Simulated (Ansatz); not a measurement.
Species: C8H10SSi, SMILES `C=Cc1ccc([SiH3])c(S)c1` (C–C–C–C torsion 1°, C–C–S–H torsion -147°) (charge 0, multiplicity 1).

### Question
Give a relaxed geometry from B3LYP-D3(BJ)/def2-SVP (Ansatz, a program for electronic structure).

### Answer
One answer among several that fit: the end point of this relaxation, one of several conformers (outside a Z-matrix the atoms follow the SMILES, hydrogens last).
Bond lengths (Å): C1–C2 1.341, C1–H11 1.093, C1–H12 1.092, C2–C3 1.472, C2–H13 1.096, C3–C4 1.408, C3–C10 1.404, C4–C5 1.390, C4–H14 1.091, C5–C6 1.409, C5–H15 1.093, C6–Si7 1.886, C6–C8 1.411, Si7–H16 1.492, Si7–H17 1.492, Si7–H18 1.491, C8–S9 1.790, C8–C10 1.400, S9–H19 1.352, C10–H20 1.093. Bond angles (°): C2–C1–H11 122.5, C2–C1–H12 120.9, H11–C1–H12 116.6, C1–C2–C3 127.1, C1–C2–H13 118.2, C3–C2–H13 114.7, C2–C3–C4 123.2, C2–C3–C10 118.8, C4–C3–C10 118.0, C3–C4–C5 120.4, C3–C4–H14 120.2, C5–C4–H14 119.4, C4–C5–C6 122.1, C4–C5–H15 118.8, C6–C5–H15 119.1, C5–C6–Si7 119.8, C5–C6–C8 117.3, Si7–C6–C8 122.9, C6–Si7–H16 111.8, C6–Si7–H17 107.2, C6–Si7–H18 111.2, H16–Si7–H17 108.8, H16–Si7–H18 108.5, H17–Si7–H18 109.2, C6–C8–S9 118.4, C6–C8–C10 120.7, S9–C8–C10 120.8, C8–S9–H19 96.8, C3–C10–C8 121.4, C3–C10–H20 119.0, C8–C10–H20 119.6.
